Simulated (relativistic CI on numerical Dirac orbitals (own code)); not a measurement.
**Cr2+ in a cubic cluster: L2,3 absorption with charge transfer**

Computed with a charge-transfer multiplet model of a cubic metal-ligand cluster with up to one ligand hole, Slater and spin-orbit integrals from Dirac-Coulomb-Breit ions, Slater integrals scaled by 0.7. The ground state mixes d4 with configurations of k ligand holes L, whose averages lie at kΔ + k(k − 1)U_dd/2; a core hole lowers each added d electron by U_cd. 20 K, Lorentzian 0.4 eV and Gaussian 0.3 eV FWHM.

Atomic integrals in eV (Slater integrals scaled, ζ unscaled), ground: F2dd 6.716, F4dd 4.172, zeta_d 0.027; with the core hole: F2dd 7.320, F4dd 4.553, zeta_d 0.040, zeta_core 5.624, F2cd 4.115, G1cd 3.001, G3cd 1.703.

Cluster parameters (eV): Δ = 4.6, U_dd = 5.7, U_cd = 7.4, 10Dq = 0.3, 10Dq(ligand) = 0.3, final-state hopping factor = 0.9.

| Case | n_d | d4 | d5L | S |
| --- | --- | --- | --- | --- |
| V(eg) = 0.75 eV, V(t2g) = -0.32 eV | 4.09 | 0.91 | 0.09 | 2.00 |
| V(eg) = 1.65 eV, V(t2g) = -0.7 eV | 4.22 | 0.78 | 0.22 | 2.00 |
| V(eg) = 2.55 eV, V(t2g) = -1.08 eV | 4.29 | 0.71 | 0.29 | 2.00 |

Weights, n_d and S are thermal averages at 20 K. Photon energies count from the first peak over 30 % of the highest in each spectrum, which can be another peak from case to case. The parameters are a model scan and need not match a compound or its usual spin state. Peaks in eV (height, largest 100):
- V(eg) = 0.75 eV, V(t2g) = -0.32 eV: -3.0 (6), -1.8 (9), 0.0 (100), 0.7 (75), 2.1 (36), 5.7 (13), 6.7 (27), 8.0 (21), 9.6 (42)
- V(eg) = 1.65 eV, V(t2g) = -0.7 eV: -2.7 (5), 0.0 (100), 0.7 (78), 5.9 (12), 6.9 (24), 8.0 (21), 9.5 (42)
- V(eg) = 2.55 eV, V(t2g) = -1.08 eV: 0.0 (100), 0.7 (76), 6.2 (11), 7.1 (23), 8.1 (21), 9.5 (40)

For the case V(eg) = 1.65 eV, V(t2g) = -0.7 eV, Δ = 4.6 eV is smaller than U_dd = 5.7 eV, the charge-transfer side of the Zaanen-Sawatzky-Allen scheme. With the core hole the configuration with one ligand hole lies at Δ + U_dd − U_cd = 2.9 eV above the one without, against Δ in the ground state. The added d electron screens the hole, so the order of the configurations is kept and charge-transfer satellites are weaker than in photoemission.

With at most 1 ligand hole the space is cut while the next configuration still counts, so covalency is underestimated, and a final configuration with one more ligand hole, which can lie low, is missing from the spectra.
